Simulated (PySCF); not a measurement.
# Electronic structure of Ne (neon, neutral) at the PBE0 level

Configuration: [Ne], closed-shell 1S. Calculation: PySCF 2.14, in aug-cc-pVDZ (4s3p2d, 23 functions); the non-relativistic Hamiltonian (point nucleus).

```json
{
 "Total energy": "-128.8206 hartree",
 "One-electron energy": "-182.2540 hartree",
 "Hartree (Coulomb) energy": "65.8140 hartree",
 "Exchange-correlation energy": "-12.3806 hartree",
 "Kinetic energy": "128.25178 hartree",
 "⟨S²⟩": "0.0000",
 "⟨L²⟩": "0.000",
 "Sum of ⟨r⟩": "7.981 bohr",
 "Sum of ⟨r²⟩": "9.711 bohr²",
 "Density at the nucleus (Gaussians lack the cusp)": "593 bohr⁻³",
 "Langevin diamagnetic susceptibility": "-7.69 ×10⁻⁶ cm³/mol",
 "Time after the integrals": "0.08 s of wall time on 1 thread of Neoverse-V2 (shared host)"
}
```

```tsv
shell	electrons	mean orbital energy (eV)	rms radius, mean of both spins (bohr)
1s	2	-846.16	0.183
2s	2	-40.784	0.991
2p	6	-16.033	1.13
```
